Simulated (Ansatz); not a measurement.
Reaction (redistribution): `CBN` + `[F][AlH][F]` → `BN` + `[CH3][Al]([F])[F]`

Program: Ansatz. Geometries: PBE0-D4/def2-TZVP. ΔE: electronic, gas phase. CCSD(T)/CBS adds triple-zeta CCSD(T) − MP2 to the extrapolated MP2 energy (def2 sets, frozen cores). This one scheme is used for every species. DFT in def2-TZVPP. HSE06 is defined as in plane-wave codes. One conformer a species, not always the lowest.

`CBN`:

Cartesian coordinates in Å:
```
C -0.266 1.115 -0.264
B -0.346 -0.447 -0.155
N 0.639 -1.193 0.485
H -1.149 1.574 0.195
H -0.288 1.426 -1.314
H 0.622 1.554 0.200
H -1.270 -1.056 -0.626
H 0.607 -2.194 0.566
H 1.452 -0.779 0.912
```

`[F][AlH][F]`:

Cartesian coordinates in Å:
```
F 0.352 0.437 -1.522
Al 0.003 -0.031 0.009
F -0.516 1.112 1.063
H 0.161 -1.518 0.450
```

`BN`:

```xyz
6

B     0.577   -0.271   -0.245
N    -0.593    0.279    0.252
H     0.511   -1.246   -0.937
H     1.622    0.242    0.030
H    -0.612    1.096    0.839
H    -1.505   -0.099    0.061
```

`[CH3][Al]([F])[F]`:

```xyz
7

C     0.379    0.122   -0.814
Al   -0.439   -0.144    0.909
F     0.272    0.394    2.290
F    -1.879   -0.917    1.091
H    -0.228   -0.295   -1.619
H     0.528    1.187   -1.010
H     1.367   -0.347   -0.848
```

```csv
level,ΔE (kJ/mol),difference from CCSD(T)/CBS
LDA (SPW92),-1.2,4.3
PBE-D4,-5.7,-0.2
revPBE-D4,-4.2,1.3
PBE0-D4,-4.8,0.7
r2SCANh-D4,-6.0,-0.5
HSE06-D4,-5.0,0.5
CAM-B3LYP-D4,-5.0,0.5
B2PLYP,-6.4,-0.9
BLYP,-8.1,-2.6
r2SCAN0,-5.5,0.0
CAM-B3LYP,-5.1,0.4
RPA@PBE/def2-TZVPP,-4.7,0.8
MP2/def2-SVP,-1.9,3.6
HF/def2-TZVPP,-2.0,3.5
SCS-MP2/def2-QZVPP,-5.0,0.5
HF/CBS(def2),-1.5,4.0
CCSD(T)/CBS,-5.5,0
```

Largest T1 diagnostic among the species: 0.013.

At CCSD(T), def2-SVP lies +4.2 kJ/mol from the extrapolated value and def2-TZVPP +0.3 kJ/mol. In def2-TZVPP, CCSD(T) changes the Hartree–Fock value by −3.3 kJ/mol (the triples alone add −0.5 kJ/mol) and MP2 by −3.5 kJ/mol. From BLYP to BHLYP (50 % exact exchange), in def2-TZVPP and without D4, ΔE moves by +3.2 kJ/mol.
